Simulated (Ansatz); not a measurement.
Spin states of I2Zr (SMILES [I][Zr][I]), each relaxed with B3LYP-D3(BJ)/def2-TZVP.
State 1 (charge 0, multiplicity 3):
```xyz
3

Zr     0.346     0.127     0.061
I     -0.428     2.016    -1.758
I      0.049    -2.095     1.627
```
State 2 (charge 0, multiplicity 1):
```xyz
3

Zr     0.536     0.186     0.106
I     -0.512     1.877    -1.691
I     -0.057    -2.016     1.515
```

Singlets are restricted, other states unrestricted; no spin–orbit coupling, no relativity up to Kr; see below for the cores. The largest T1 diagnostic is 0.020.

Codes used: Ansatz (Gaussian basis) for Hartree–Fock, density functionals and correlated methods. Each number belongs to the level named beside it. In def2 rows elements past Kr take small-core potentials, without spin–orbit coupling.

Q: One of these levels gives 19.67 kcal/mol for the energy of the multiplicity-1 state less that of the multiplicity-3 state. Which?
A. PBE0/def2-TZVPP
B. r2SCAN/def2-TZVPP
C. B97M-V/def2-TZVPP
D. SVWN5/def2-TZVPP

A: C, B97M-V/def2-TZVPP. The others give 6.94 (SVWN5/def2-TZVPP), 24.12 (r2SCAN/def2-TZVPP), 17.98 (PBE0/def2-TZVPP)

Ansatz is a program for electronic structure.
